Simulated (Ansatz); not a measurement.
Relaxation of Ti₂O₄⁻ with UKS PBE-D4/def2-SVPD.

```sh
$ ansatz run in.yaml --threads 4 --pin off --events-out ev --progress --plain --max-ram 4787MiB
```

```yaml
crystal:
  periodic: [false, false, false]
  atoms:
    - {symbol: Ti, position_ang: [0.684300, 0.530350, 0.022670]}
    - {symbol: Ti, position_ang: [-1.670970, -0.642670, -0.076730]}
    - {symbol: O, position_ang: [2.279120, -0.179000, -0.069310]}
    - {symbol: O, position_ang: [2.283310, 1.223310, 0.232040]}
    - {symbol: O, position_ang: [-2.595670, -1.952240, -0.088130]}
    - {symbol: O, position_ang: [-0.980090, 1.020250, -0.020540]}
basis:
  gaussian: {orbitals: def2-SVPD}
total_charge: -1
magnetization: {spin_polarized: true, initial_magnetization: 1}
hamiltonian: {xc: pbe, dispersion: d4}
scf: {lower_state_search: "off"}
output: {orbitals: {seedname: orbitals}}
relax: {f_tol: 0.02, max_steps: 100}
```

Run time 53 s (4 threads of Arm Neoverse V1 on a shared host).

Positions (Å) and forces (eV/Å) at steps 1, 2, 3, 4, 5, 6, 7, 8, 9, 10, 11, 13 of 13:

```xyz
6
step=1 energy=-54389.5611 eV
Ti    0.684    0.530    0.023   -1.781    0.179    0.114
Ti   -1.671   -0.643   -0.077    0.840   -0.500   -0.034
O     2.279   -0.179   -0.069    3.562   -2.339   -0.517
O     2.283    1.223    0.232    2.528    1.811    0.600
O    -2.596   -1.952   -0.088   -2.890   -3.326   -0.030
O    -0.980    1.020   -0.021   -2.259    4.175   -0.133
6
step=2 energy=-54390.5204 eV
Ti    0.737    0.565    0.008   -1.200    0.051    0.042
Ti   -1.740   -0.719   -0.045    0.638   -0.393    0.351
O     2.413   -0.128   -0.117    1.504   -0.798   -0.318
O     2.378    1.267    0.306    1.040    0.646    0.371
O    -2.783   -2.005   -0.085   -1.059   -0.751   -0.153
O    -1.005    1.020   -0.067   -0.923    1.246   -0.293
6
step=3 energy=-54390.8497 eV
Ti    0.773    0.576   -0.029   -0.097    0.139    0.107
Ti   -1.756   -0.807    0.095   -0.338   -0.479    0.323
O     2.544   -0.043   -0.234   -0.033    0.612    0.127
O     2.428    1.283    0.471   -0.122   -0.662   -0.219
O    -2.964   -1.999   -0.104    0.731    1.050   -0.113
O    -1.024    0.991   -0.199   -0.142   -0.660   -0.225
6
step=4 energy=-54391.1189 eV
Ti    0.751    0.486   -0.022    0.033    0.152   -0.018
Ti   -1.727   -0.760    0.271   -0.692   -0.438    0.227
O     2.563    0.084   -0.375   -0.171    0.505    0.285
O     2.342    1.186    0.623    0.166   -0.452   -0.317
O    -2.909   -1.909   -0.127    0.705    0.808   -0.075
O    -1.019    0.914   -0.371   -0.041   -0.576   -0.101
6
step=5 energy=-54391.3117 eV
Ti    0.778    0.390    0.095    0.318   -0.018    0.010
Ti   -1.802   -0.757    0.395   -0.468   -0.298    0.146
O     2.579    0.183   -0.429   -0.213    0.289    0.227
O     2.352    1.259    0.576    0.128   -0.228   -0.227
O    -2.951   -1.802   -0.231    0.484    0.472   -0.027
O    -0.955    0.728   -0.406   -0.249   -0.217   -0.128
6
step=6 energy=-54391.4061 eV
Ti    0.795    0.323    0.199    0.141    0.058   -0.004
Ti   -1.866   -0.727    0.539   -0.401   -0.213   -0.368
O     2.540    0.215   -0.456    0.052   -0.029    0.014
O     2.349    1.321    0.496   -0.002    0.000   -0.049
O    -2.879   -1.676   -0.368    0.272    0.175    0.263
O    -0.939    0.545   -0.411   -0.062    0.009    0.144
6
step=7 energy=-54391.4221 eV
Ti    0.765    0.438    0.302    0.267   -0.153   -0.207
Ti   -1.902   -0.739    0.509   -0.044    0.000   -0.096
O     2.475    0.052   -0.402   -0.368    0.187    0.218
O     2.410    1.339    0.321   -0.029   -0.104   -0.063
O    -2.766   -1.763   -0.466    0.237    0.221    0.092
O    -0.983    0.673   -0.264   -0.062   -0.151    0.056
6
step=8 energy=-54391.4442 eV
Ti    0.728    0.439    0.287   -0.133   -0.026   -0.105
Ti   -1.931   -0.664    0.539   -0.020   -0.093    0.013
O     2.401    0.012   -0.431   -0.091    0.031    0.088
O     2.409    1.270    0.336    0.011   -0.006   -0.045
O    -2.569   -1.793   -0.484    0.056    0.084    0.016
O    -1.039    0.734   -0.246    0.178    0.010    0.033
6
step=9 energy=-54391.4442 eV
Ti    0.690    0.488    0.324    0.308    0.026   -0.041
Ti   -1.918   -0.664    0.552   -0.194   -0.446   -0.481
O     2.325   -0.100   -0.373   -0.142    0.391    0.203
O     2.407    1.269    0.219   -0.164   -0.419   -0.145
O    -2.433   -1.796   -0.557    0.225    0.471    0.463
O    -1.072    0.802   -0.164   -0.033   -0.024    0.002
6
step=10 energy=-54391.4582 eV
Ti    0.654    0.547    0.389    0.122   -0.002   -0.030
Ti   -1.911   -0.657    0.544    0.018   -0.064   -0.190
O     2.210   -0.190   -0.325   -0.091    0.152    0.063
O     2.394    1.215    0.097   -0.053   -0.127   -0.020
O    -2.240   -1.793   -0.610    0.032    0.161    0.154
O    -1.107    0.877   -0.096   -0.029   -0.121    0.023
6
step=11 energy=-54391.4557 eV rejected
Ti    0.658    0.589    0.434    0.058   -0.167    0.074
Ti   -1.864   -0.680    0.534   -0.032    0.089    0.139
O     2.156   -0.190   -0.319    0.039    0.065    0.037
O     2.398    1.208    0.082    0.121    0.028   -0.071
O    -2.266   -1.784   -0.615   -0.015   -0.108   -0.117
O    -1.082    0.856   -0.115   -0.171    0.094   -0.062
6
step=13 energy=-54391.4612 eV
Ti    0.664    0.554    0.410    0.002   -0.001    0.002
Ti   -1.900   -0.666    0.540    0.002    0.006    0.000
O     2.203   -0.178   -0.321    0.002   -0.004   -0.001
O     2.396    1.222    0.091    0.001    0.005    0.000
O    -2.272   -1.784   -0.610    0.000    0.001   -0.002
O    -1.091    0.853   -0.110   -0.007   -0.007    0.001
```

The structure holds 1 bond(s) between oxygen atoms. The charge -1 doublet is spin-contaminated (final ⟨S²⟩ up to 0.90, 0.75 for a pure state). The highest occupied level of the charge -1 doublet lies above zero (up to 0.25 eV). The electron is either unbound and held by the finite basis, or the level is raised by self-interaction error. Another isomer (doublet) lies 5.21 eV lower at PBE0-D4/def2-TZVPD; other spin states weren't run for this one.
